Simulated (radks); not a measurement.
The numbers below are computed, except where a source is named.
Problem. Coherent X-ray form factor from a spherical all-electron density. Code: a radial shooting solver on a logarithmic mesh with Libxc functionals. Model: scalar-relativistic Kohn-Sham, BP86, spin-polarised, spherical densities, point nucleus.

| sin(theta)/lambda (1/angstrom) | f0 (electrons) |
|---|---|
| 0.05 | 0.986 |
| 0.1 | 0.945 |
| 0.15 | 0.883 |
| 0.2 | 0.807 |
| 0.25 | 0.722 |
| 0.3 | 0.636 |
| 0.4 | 0.476 |
| 0.5 | 0.347 |
| 0.6 | 0.250 |
| 0.8 | 0.131 |
| 1 | 0.071 |
| 1.25 | 0.036 |
| 1.5 | 0.020 |
| 2 | 0.007 |

The species is in the configuration that NIST lists as its ground one. Which atom or ion scatters so?

Solution. The helium ion He+, 1s1. Extrapolating in s^2 from the first two rows gives f0(0) = 1.0, near the electron count 1; among species with that count, the fall with angle is slower the higher Z, and the table is that of Z = 2; from so few rows the species is fixed only to a neighbour or two.
